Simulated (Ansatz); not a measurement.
Saddle point of GeH₂F₄, closed shell (GeHF₃ ([F][GeH]([F])[F]) + HF → GeF₄ ([F][Ge]([F])([F])[F]) + H₂; bonds formed: Ge1–F7, H2–H6; bonds broken: Ge1–H2, H6–F7), PBE0-D4/def2-TZVP structure:

```xyz
7
angstrom
Ge -0.4109 0.0132 -0.0805
H 0.8796 0.0555 1.1214
F -0.9398 -1.4635 -0.7276
F -0.7953 1.4032 -0.9744
F -1.4387 0.1817 1.2848
H 1.3963 -0.0431 0.2977
F 1.3088 -0.1469 -0.9216
```

Energies are electronic, without zero-point energy. Barriers and step energies count from the start structure reached by relaxing down the imaginary mode; all methods use the PBE0-D4 structures, on which another method's saddle can fall below an end. Ansatz 0.2.0; basis: def2-TZVPP, with def2-QZVPP for the basis limit; cores frozen in the correlated methods. Filled d shells of the heavier atoms are correlated. The def2 sets are not built for correlating such inner shells, so the correlated values are less sure here. B3LYP uses VWN-RPA correlation. Extrapolation: Hartree–Fock as exp(−7.88 √X), correlation as X^−2.97.

```csv
method,barrier (eV),step energy (eV)
SPW92,?,0.175
PBE-D4,1.609,-0.004
BLYP-D4,1.769,-0.056
r2SCAN-D4,1.647,-0.111
B97M-V,1.783,-0.101
PBE0-D4,1.796,0.004
B3LYP-D4,1.898,-0.033
r2SCAN0-D4,1.812,-0.069
BHLYP-D4,2.086,-0.035
CAM-B3LYP-D4,1.898,-0.017
wB97X-V,1.864,-0.077
wB97M-V,?,-0.041
B2PLYP,1.908,-0.087
PBE-QIDH,?,-0.062
RPA on PBE,1.897,-0.128
HF,2.494,-0.165
MP2,1.895,-0.133
CCSD,2.041,-0.092
CCSD(T),1.930,-0.105
```

(1) Fill in the withheld barriers. (To be estimated.)

No T1 diagnostic of these runs exceeds 0.014.

## Answers

(1) By the calculation: SPW92 1.350; wB97M-V 1.863; PBE-QIDH 1.886 eV. Each is the energy of the saddle less that of the start structure, by the same method.

For comparison, the barrier by CCSD(T) at an estimated basis limit (MP2 extrapolated from triple and quadruple zeta, plus CCSD(T) − MP2 in triple zeta) is 1.982 eV.

Labels in which every atom is bracketed show which atoms are joined, not bond orders.

For scale, one of the runs: CCSD(T)/def2-TZVPP, 200 basis functions, launched by `ansatz run in.yaml --threads 4 --pin off --events-out ev --progress --plain --max-ram 9574MiB`. Hardware: 4 CPU threads of an Arm Neoverse V2, shared host. Wall time 2 min; peak host memory 2.9 GiB.
